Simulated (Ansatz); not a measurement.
Coupled-cluster diagnostics for the cluster HAu₂⁺, Ansatz.

Geometry of the singlet (PBE-D4/def2-TZVP):

| atom | x (Å) | y (Å) | z (Å) |
| --- | --- | --- | --- |
| Au1 | -1.117 | -0.618 | 0.466 |
| Au2 | 1.290 | -0.093 | -0.417 |
| H3 | -0.173 | 0.711 | -0.049 |

In the def2 sets Au takes a core potential; there is no spin–orbit coupling. Correlated methods freeze no core orbitals; core or outer-core shells of Au are correlated, in sets that lack core-valence functions. In the quintet geometry the species has come apart into loosely held pieces. The structure comes from a short search, and lower isomers may exist.

Geometry of the charge 1 triplet (PBE-D4/def2-TZVP):

```xyz
3

Au    1.3701    0.4734   -0.9014
Au   -1.3707   -0.4723    0.9011
H     0.0006   -0.0011    0.0003
```

Geometry of the charge 1 quintet (PBE-D4/def2-TZVP):

Cartesian coordinates in Å:
```
Au -1.1574 -1.3302 -0.2677
Au 1.2191 -0.8377 0.9964
H -0.0617 2.1679 -0.7287
```

**Question.** Estimate the CCSD(T) correlation energy, the shares of MP2 and (T), T1 and the reference's ⟨S²⟩ for: charge 1, singlet, own geometry in def2-TZVPP; charge 1, triplet, own geometry in def2-TZVPP; charge 1, quintet, own geometry in def2-TZVPP; and the rough time on 4 threads of Arm Neoverse V1 on a shared host.

**Answer.** 
```json
{"state": "charge 1, singlet, own geometry", "basis": "def2-TZVPP", "correlation (eV)": "-31.724", "MP2 share (%)": "102.8", "(T) share (%)": "3.5", "T1": "0.020", "⟨S²⟩ (pure)": "0.00 (0.00)", "wall time": "9.5 s"}
{"state": "charge 1, triplet, own geometry", "basis": "def2-TZVPP", "correlation (eV)": "-31.356", "MP2 share (%)": "100.8", "(T) share (%)": "3.6", "T1": "0.044", "⟨S²⟩ (pure)": "2.08 (2.00)", "wall time": "43 s"}
{"state": "charge 1, quintet, own geometry", "basis": "def2-TZVPP", "correlation (eV)": "-30.237", "MP2 share (%)": "102.2", "(T) share (%)": "3.3", "T1": "0.021", "⟨S²⟩ (pure)": "6.05 (6.00)", "wall time": "20 s"}
```
Customary marks for T1 are 0.02 (closed shells), 0.045 (open shells) and about 0.05 (3d metals). T1 exceeds 0.02 in 2 of 3 rows and 0.045 in 0; the higher it lies, the less the single-reference result can be trusted.
